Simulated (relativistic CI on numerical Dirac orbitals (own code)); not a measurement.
**Spin-allowed bands of a d2 ion in an octahedral site, by hand**

Problem. Take Δ = 12160 cm⁻¹ and B = 640 cm⁻¹ for a d2 ion in an octahedral site. Calculate the three spin-allowed bands.

Working.
1. The terms of highest spin are 3F (energy 0) and 3P (15B = 9600 cm⁻¹). Here the F term splits into A2 at +1.2Δ = 14592, T2 at +0.2Δ = 2432 and T1 at −0.6Δ = -7296 cm⁻¹.
2. The two T1 states mix through the element 0.4Δ: H = [[-7296, 4864], [4864, 9600]], with roots ½(H₁₁ + H₂₂) ∓ ½√[(H₂₂ − H₁₁)² + 4H₁₂²] = ½(2304) ∓ ½(19496) = -8596 and 10900 cm⁻¹.
3. The ground term is 3T1 at -8596 cm⁻¹.
4. Bands: 3T2 11028 cm⁻¹ (907 nm), 3T1(P) 19496 cm⁻¹ (513 nm), 3A2 23188 cm⁻¹ (431 nm).

Check. Exact diagonalisation of the whole d2 shell with these parameters gives 3T2 11028, 3T1 19496, 3A2 23188 cm⁻¹. The match is exact, since without spin-orbit coupling no other term has this spin. The ratio of the second band to the first, 1.768, depends on Δ/B = 19.0 alone, which is how a Tanabe-Sugano diagram is read.
